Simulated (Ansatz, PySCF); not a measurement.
CH6ClFSi2, SMILES F[Si@H](Cl)C[SiH3]. Atoms are numbered in the order given.

```xyz
11

F      1.7601    -0.6744     0.7575
Si     0.9293    -0.1550    -0.5330
Cl     0.5066     1.8375    -0.2287
C     -0.6408    -1.1218    -0.6618
Si    -1.9366    -0.7728     0.6724
H      1.8241    -0.2649    -1.7102
H     -1.0946    -0.9317    -1.6498
H     -0.3728    -2.1927    -0.6308
H     -2.9926    -1.8287     0.6229
H     -2.5703     0.5563     0.4372
H     -1.3001    -0.7866     2.0223
```
Charge 0, spin multiplicity 1.

Coordinates come from a PBE0-D3(BJ)/def2-SVP optimisation. The structure was generated by enumeration; whether it is a known compound was not checked. The values are those of a single conformer.

Vertical ionisation energy (IE) and electron affinity (EA) in eV. Rows of orbital energies are one-electron estimates. Where ΔSCF, EOM or ADC give a negative EA the extra electron is unbound and the value depends on the basis.

```json
[
 {"level": "−ε(HOMO), −ε(LUMO), PBE0/def2-TZVP (PySCF)", "IE": "8.93", "EA": "-0.40"},
 {"level": "−ε(HOMO), −ε(LUMO), PBE/def2-TZVP (PySCF)", "IE": "7.60", "EA": "0.47"},
 {"level": "ΔSCF, CAM-B3LYP/def2-TZVPD (Ansatz), final states of multiplicity 2 and 2", "IE": "11.12", "EA": "-1.05"},
 {"level": "ΔSCF, PBE/def2-TZVPD (Ansatz), final states of multiplicity 2 and 2", "IE": "10.33", "EA": "-0.74"}
]
```

### Question
What vertical singlet–triplet gap does ΔSCF give with CAM-B3LYP/def2-TZVPD (Ansatz, a first-principles code) and with PBE/def2-TZVPD (Ansatz)? (The exact figures need the calculation; the answer reports its results.)

### Answer
7.76 and 6.80 eV (triplet above singlet where positive).
